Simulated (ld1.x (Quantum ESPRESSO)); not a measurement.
## Pseudopotential generation for ytterbium (Yb): PAW, PBE, fully relativistic.

ld1.x (Quantum ESPRESSO) 7.5 input, shortened:

```
&input
   title='Yb', zed=70., rel=2, dft='PBE', iswitch=3,
   config='[Xe] 4f14 5d0 6s2 6p0', rel_dist='average'
 /
 &inputp
   pseudotype=3, lpaw=.true., tm=.true., lloc=-1, rcloc=1.35,
   nlcc=.true., new_core_ps=.true., rcore=1.30,
   which_augfun='PSQ', rmatch_augfun=0.80
 /
8
5S  1  0   2.00   0.00  1.90  2.30  0.0
6S  2  0   2.00   0.00  1.90  2.30  0.0
5P  2  1   6.00   0.00  2.15  2.40  0.0
6P  3  1   0.00   0.00  2.15  2.40  0.0
5D  3  2   0.00   0.00  3.20  4.05  0.0
5D  3  2   0.00   0.85  3.20  4.05  0.0
4F  4  3  14.00   0.00  1.05  1.30  0.0
4F  4  3   0.00   2.40  1.05  1.30  0.0
 &test
   configts(1)='4f14 5s2 5p6 5d0 6s2 6p0'
 /
```

Open shells are filled in proportion to 2j + 1 (rel_dist='average').

What the tests gave:

```json
{"Configuration tests": "test run stopped at test 3 of 7 (negative rho)", "Density cutoff estimated by the generator": "943 Ry"}
```

The ghost test of this file was not conclusive.

Generation and tests took about 6.1 s on one core of a shared server CPU.
